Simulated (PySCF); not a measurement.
How methods differ on the excitation energy of Be

Be [He] 2s2 (1S) → Be [He] 2p2 (3P), as a difference of total energies. All numbers are calculated (PySCF 2.14, the non-relativistic Hamiltonian (point nucleus), in def2-QZVPPD (7s4p2d1f, 36 functions)). Correlated levels: valence: 1s2 frozen. The calculations carry no spin-orbit coupling.

```tsv
method	excitation energy (eV)	error (eV)
UHF	6.442	-0.959
MP2 (valence)	7.045	-0.356
SCS-MP2 (valence)	7.305	-0.096
CCSD (valence)	7.436	+0.035
```

Reference: 7.401 eV (measured; NIST levels, between the centres of gravity of the two terms).

Errors of the correlated levels include the incompleteness of this basis and the frozen core.

With two correlated electrons CCSD is exact in that space.
